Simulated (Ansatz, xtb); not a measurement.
# Relative energy of two isomers of C2H9BrGeSi

We compare I, `[CH3][GeH2][CH2][SiH2]Br`, a singlet, with II, `C[SiH2][CH2][GeH2][Br]`, a singlet. Both are isolated molecules in the gas phase, relaxed with PBE-D3(BJ)/def2-SVP; each stands in its lowest conformer found.

Q: Which of the two would you expect CCSD(T)/def2-SVP + ΔMP2/def2-TZVPP electronic energies to favour?

A: Too close to call at this level: CCSD(T)/def2-SVP + ΔMP2/def2-TZVPP gives E(II) − E(I) = +0.66 kcal/mol.

The same difference at several levels:

```json
{"level": "GFN2-xTB", "geometry": "GFN2-xTB", "E(II) − E(I) (kcal/mol)": "−4.10", "departure from the last row (kcal/mol)": "−4.76", "job, with rough time for the two": "optimisation, 0.3 s"}
{"level": "HF/STO-3G", "geometry": "GFN2-xTB", "E(II) − E(I) (kcal/mol)": "−1.99", "departure from the last row (kcal/mol)": "−2.64", "job, with rough time for the two": "single point, 0.72 s"}
{"level": "r2SCAN-D4/def2-SVP", "geometry": "GFN2-xTB", "E(II) − E(I) (kcal/mol)": "−1.28", "departure from the last row (kcal/mol)": "−1.93", "job, with rough time for the two": "single point, 5.2 s"}
{"level": "PBE-D3(BJ)/def2-SVP", "geometry": "PBE-D3(BJ)/def2-SVP", "E(II) − E(I) (kcal/mol)": "−1.07", "departure from the last row (kcal/mol)": "−1.73", "job, with rough time for the two": "optimisation, 59 s"}
{"level": "HF/def2-SVP", "geometry": "PBE-D3(BJ)/def2-SVP", "E(II) − E(I) (kcal/mol)": "−1.96", "departure from the last row (kcal/mol)": "−2.61", "job, with rough time for the two": "part of the CCSD(T) run"}
{"level": "MP2/def2-SVP", "geometry": "PBE-D3(BJ)/def2-SVP", "E(II) − E(I) (kcal/mol)": "−0.25", "departure from the last row (kcal/mol)": "−0.91", "job, with rough time for the two": "part of the CCSD(T) run"}
{"level": "CCSD(T)/def2-SVP", "geometry": "PBE-D3(BJ)/def2-SVP", "E(II) − E(I) (kcal/mol)": "−0.66", "departure from the last row (kcal/mol)": "−1.32", "job, with rough time for the two": "single point"}
{"level": "CCSD(T)/def2-SVP + ΔMP2/def2-TZVPP", "geometry": "PBE-D3(BJ)/def2-SVP", "E(II) − E(I) (kcal/mol)": "+0.66", "departure from the last row (kcal/mol)": "", "job, with rough time for the two": "single point, 1.9 min"}
```

As drawn, II has 1 C–Si, 1 Br–Ge in place of 1 C–Ge, 1 Br–Si.

The largest departure from CCSD(T)/def2-SVP + ΔMP2/def2-TZVPP is that of GFN2-xTB, 4.76 kcal/mol. The last row adds to CCSD(T) the change of the MP2 difference between the two basis sets, here +1.32 kcal/mol.

With thermal terms from frequencies at re-optimised GFN2-xTB minima (ideal gas, soft modes damped towards free rotors, one conformer each, 298.15 K, 1 atm): the zero-point term adds −0.49 kcal/mol; ΔH is +0.25 and ΔG −0.14 kcal/mol.

The correlated steps freeze 25 core orbitals; the filled d shell of Br and Ge is correlated, in a basis made for valence electrons. Codes used: Ansatz 0.2.0, xtb 6.7.1; the last row on 4 threads of Arm Neoverse V1 on a shared host.
